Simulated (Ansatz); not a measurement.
Start from `C=[CH][ZnH]` and change one atom or group to get `C=[CH][GaH2]`.

Ansatz, PBE0-D4/def2-TZVP geometries, multiplicity 1. 

Scalar relativity is left out up to krypton.

```csv
property,`C=[CH][ZnH]`
LUMO energy (PBE0/def2-TZVPP) / eV,-0.83
HOMO–LUMO gap (PBE0/def2-TZVPP) / eV,6.78
size of the dipole moment (ωB97M-V/def2-TZVPP) / D,0.39
size of the dipole moment (PBE/def2-TZVPP) / D,0.49
size of the dipole moment (B3LYP/def2-TZVPP) / D,0.45
HOMO energy (PBE0/def2-TZVPP) / eV,-7.61
```

(1) What does the change do to each property? (An estimate is asked.)

Results:

(1) Computed: 
| property | `C=[CH][GaH2]` | shift |
| --- | --- | --- |
| LUMO energy (PBE0/def2-TZVPP) / eV | -1.74 | -0.91 |
| HOMO–LUMO gap (PBE0/def2-TZVPP) / eV | 6.29 | -0.49 |
| size of the dipole moment (ωB97M-V/def2-TZVPP) / D | 0.77 | 0.38 |
| size of the dipole moment (PBE/def2-TZVPP) / D | 0.90 | 0.41 |
| size of the dipole moment (B3LYP/def2-TZVPP) / D | 0.85 | 0.40 |
| HOMO energy (PBE0/def2-TZVPP) / eV | -8.04 | -0.43 |

With PBE0 the HOMO falls by 0.43 eV and the LUMO falls by 0.91 eV, so the gap narrows by about 0.48 eV. PBE moves the HOMO by -0.36 eV and ωB97M-V by -0.43 eV. The zero-point energy changes by 19.1 kJ/mol with +3 modes. Dipoles are sizes alone; their direction can turn.

B3LYP here is the variant with VWN-RPA as its local correlation; programs differ in this.
